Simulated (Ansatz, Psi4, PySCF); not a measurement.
C$_{2}$H$_{9}$F$_{2}$NSi$_{2}$, singlet, at a GFN2-xTB geometry, atoms displaced at random by about 0.08 Å a coordinate. Base run: HF/STO-3G, gradient run with PySCF.

Input for PySCF:
```python
from pyscf import gto, scf

mol = gto.Mole()
mol.atom = '''
    Si    1.36208433    0.94205083    0.18811373
    F     2.48237757    1.09810356   -0.67443325
    F     1.98553765    0.18544331    1.50065025
    Si   -0.16682822   -0.64550882   -0.92082912
    N    -1.64305051   -0.60140313   -0.19316837
    C    -2.97218721   -1.16763897   -0.78020736
    C    -1.77453195   -0.45161603    1.43538773
    H     0.72445250    2.24297290    0.86721901
    H    -0.40434068   -0.18201731   -2.18406045
    H     0.24937101   -1.86854287   -0.89149400
    H    -2.62815245   -0.88885003   -1.77313081
    H    -3.77337411   -0.54509345   -0.44382523
    H    -3.11425046   -2.03058022   -0.47657629
    H    -0.81305912   -0.02651414    1.73898739
    H    -2.77882786    0.03285472    1.65391973
    H    -2.08068993   -1.47585187    1.88581266
'''
mol.basis = 'sto-3g'
mol.verbose = 4
mol.build()

mf = scf.RHF(mol)
mf.kernel()
g = mf.nuc_grad_method()
grad = g.kernel()
```

Programs used: Ansatz (a first-principles code), Psi4, PySCF; a row that names a program was run with it.

The coordinate followed is z of atom 11.

Variants of this job, named by their change:

```json
[
 {"change": "base", "dE/dx (Eh/bohr)": "0.020338", "net force (Eh/bohr)": "0.000000"},
 {"change": "conv_tol = 1e-11", "dE/dx (Eh/bohr)": "0.020338", "net force (Eh/bohr)": "0.000000"},
 {"change": "finite difference step (bohr) = 0.01; conv_tol = 1e-11", "dE/dx (Eh/bohr)": "0.020353", "net force (Eh/bohr)": "-"},
 {"change": "finite difference step (bohr) = 1e-3; conv_tol = 1e-11", "dE/dx (Eh/bohr)": "0.020339", "net force (Eh/bohr)": "-"},
 {"change": "density fitting = on; auxbasis_response = off", "dE/dx (Eh/bohr)": "0.020378", "net force (Eh/bohr)": "0.001463"},
 {"change": "conv_tol = 1e-4", "dE/dx (Eh/bohr)": "0.020343", "net force (Eh/bohr)": "0.000000"},
 {"change": "conv_tol = 1e-6", "dE/dx (Eh/bohr)": "0.020338", "net force (Eh/bohr)": "0.000000"},
 {"change": "code = ansatz", "dE/dx (Eh/bohr)": "0.020338", "net force (Eh/bohr)": "0.000000"},
 {"change": "finite difference step (bohr) = 1e-4; conv_tol = 1e-11", "dE/dx (Eh/bohr)": "0.020338", "net force (Eh/bohr)": "-"},
 {"change": "code = psi4", "dE/dx (Eh/bohr)": "0.020343", "net force (Eh/bohr)": "0.000000"},
 {"change": "finite difference step (bohr) = 0.05; conv_tol = 1e-11", "dE/dx (Eh/bohr)": "0.020702", "net force (Eh/bohr)": "-"},
 {"change": "finite difference step (bohr) = 0.2; conv_tol = 1e-11", "dE/dx (Eh/bohr)": "0.026186", "net force (Eh/bohr)": "-"}
]
```

The net force is zero for an exact gradient.
